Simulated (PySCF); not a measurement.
Name the molecule from its bond curve

A diatomic of charge 0 contains Cd. Its doublet curve at M06-L in a triple-zeta basis (spin-free X2C with a Gaussian nucleus, PySCF), in eV from the separated fragments:

(R (Å), E (eV)): (1.522, -0.268), (1.593, -0.476), (1.664, -0.602), (1.717, -0.654), (1.770, -0.678), (1.823, -0.681), (1.894, -0.660), (1.982, -0.606), (2.089, -0.519), (2.230, -0.392)

The fit gives ωe = 1325 cm⁻¹ and the rotational constant Bₑ = 5.182 cm⁻¹.

Q: Which atom is the partner?

A: The minimum lies at 1.805 Å, so the reduced mass is 16.8576 u Å² cm⁻¹/(Bₑ·Re²) = 0.9985 u. With Cd at 113.90 u the partner weighs about 1.0 u: H. The molecule is CdH.

Spin–orbit coupling is left out. The state was picked by a PBE0 search and need not be the measured ground state.
